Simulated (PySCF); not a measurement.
## [MnO4]2-: angle to the S4 axis as a parameter

[MnO4]2-: Mn(VI) (d1), charge -2. The structure is a model geometry with rigid ligands and bond lengths from ionic radii, not a minimum; coordination tetrahedral, point group Td, metal–donor distances 1.61 Å.

The d shell alone is too small an active space for [MnO4]2- (an active orbital has only 0.52 squared overlap with the free ion's shell): its levels, fitted parameters, g values and moments show what this model gives and aren't sound predictions.

```
5

Mn    0.000    0.000    0.000
O     0.932    0.932    0.932
O    -0.932   -0.932    0.932
O    -0.932    0.932   -0.932
O     0.932   -0.932   -0.932
```

Method (PySCF 2.14, density fitting): CASSCF(1,5) with orbitals averaged over all microstates of the shell, strongly contracted NEVPT2 on the averaged canonical orbitals; basis x2c-TZVPall on the metal, x2c-SVPall elsewhere; spin-free X2C; IEF-PCM water; spin-orbit coupling by state interaction with the mean-field operator over all roots.

The angle between each bond and z is 54.7° in a regular tetrahedron, less in an elongated one and 90° in a plane.

| angle to the S4 axis | group | ground | next state (NEVPT2) / cm⁻¹ | orbital energies above the lowest (NEVPT2 fit) / cm⁻¹ | μeff(300 K) / μB |
| --- | --- | --- | --- | --- | --- |
| 50.0° | D2d | 2B1 (from 2E) | 2A1 (from 2E) 102 | 0 102 13315 20052 20053 | 1.72 |
| 54.7° | Td | 2E | 2T2 17669 | 0 0 17668 17669 17669 | 1.72 |
| 60.0° | D2d | ? | ? | ? | ? |
| 65.0° | D2d | 2A1 (from 2E) | 2B1 (from 2E) 1923 | 0 1923 13940 13940 30271 | 1.71 |
| 72.0° | D2d | 2A1 | 2B1 4224 | 0 4224 12719 12719 40911 | 1.71 |
| 80.0° | D2d | 2A1 | 2B1 7436 | 0 7436 12890 12890 53504 | 1.72 |

Task: Fill in the row at 60.0°.

Result: ground: 2A1 (from 2E); next state (NEVPT2) / cm⁻¹: 2B1 (from 2E) 733; orbital energies above the lowest (NEVPT2 fit) / cm⁻¹: 0 733 15494 15494 23632; μeff(300 K) / μB: 1.72.

At 54.7° the ground state is orbitally degenerate, so the regular structure would distort there (Jahn–Teller).

At 50.0° the next state lies within 300 cm⁻¹, which doesn't decide their order.

Charge-transfer states lie outside this active space and may come lower than some of these levels. NEVPT2 on the d shell alone tends to put d–d bands too high for such charged or covalently bound ions.
